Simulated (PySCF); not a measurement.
A structure optimised at r2SCAN-D4/def2-TZVPD, used in a PySCF frequency run:

```
O
H 1 1.0442
H 1 1.0442 2 109.47
H 1 1.0442 2 109.47 3 120.00
H 1 1.0442 2 109.47 3 -120.00
```
Charge +2, spin multiplicity 1.

Problem. Write its SMILES, formula and point group.

Solution. [OH4+2], H4O, Td

Problem. What are its rotational constants (standard atomic weights)?

Solution. 172.44, 172.44, 172.44 GHz
